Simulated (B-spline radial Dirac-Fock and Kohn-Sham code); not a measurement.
**C: input and output of one calculation**

ΔSCF core binding energies without Breit or QED terms, calculated with a radial atomic solver. Keys: rel is the Hamiltonian (dirac, or spin-free x2c and nr, where L3 and M5 stand for the whole 2p and 3d shells), method is hf or an exchange,correlation pair (spin-unpolarised, also for the hole states), nuc the nuclear model, radius_factor scales its radius, rmax is the box in bohr, h the logarithmic mesh step, order the B-spline order, points the quadrature points per cell, c_factor scales the speed of light, and damp, ndamp, maxit and tol steer the iteration. The run stops when the commutator error falls below 10·tol·max(1, Z/10), or the numerical noise floor, and the energy has settled to about 1e-8 Ha; the virial ratio is −V/T.

Input (task.json):

```json
{"items": [{"Z": 6, "q": 0, "cfg": [[1, 0, 2], [2, 0, 2], [2, 1, 2]], "A": 12, "rrms": 2.4702, "do": "settings", "holes": ["K", "L3", "M5"],
  "settings": [{"rel": "dirac", "method": "hf", "nuc": "fermi", "radius_factor": 1.0, "rmax": 45.0, "h": 0.3, "order": 8, "points": 10, "c_factor": 1.0, "maxit": 78, "damp": 0.5, "ndamp": 3, "tol": 1e-08, "cfg": "1s2 2s2 2p5"}]}]}
```

Command: `python xray2_run.py task.json out`

Ground-state iterations:

```
iter   energy (Ha)        error
   1      -36.32213627  2.36e-01
   2      -35.81620808  1.35e-01
   3      -32.57933966  3.19e-02
   4      -35.06021290  1.80e-01
   5      -32.57364596  5.63e-02
   6      -33.36882065  2.94e-01
   7      -33.56894275  2.81e-01
   8      -33.60452916  2.78e-01
   9      -33.73431705  2.68e-01
  10      -34.00647918  2.52e-01
  11      -33.99702486  2.52e-01
  12      -34.04312614  2.47e-01
  13      -34.58594358  2.05e-01
  14      -34.60239383  2.04e-01
  15      -34.59563950  2.05e-01
  23      -33.80564401  2.64e-01
  31      -33.83216499  2.62e-01
  39      -33.33355860  2.96e-01
  47      -33.25988909  3.00e-01
  55      -33.23983723  3.01e-01
  63      -33.23100058  3.02e-01
  71      -32.57835126  3.36e-02
  78      -33.19301112  3.04e-01
```

The ground state had not converged after 78 iterations, with total energy -33.19301 Ha, virial ratio 1.69358 and highest orbital energy 56.52 eV. Holes are computed only in closed shells, and unreliable hole states are left out.

Q: One setting is unsound. Which, and why?

A: cfg describes an anion whose outer electrons are not bound. With the default settings (Dirac Hartree-Fock): The ground state converged in 10 iterations, with total energy -37.67604 Ha, virial ratio 1.99913 and highest orbital energy -11.07 eV. ΔSCF binding energies: K (1s) 297.1 eV. Holes are computed only in closed shells, and unreliable hole states are left out.
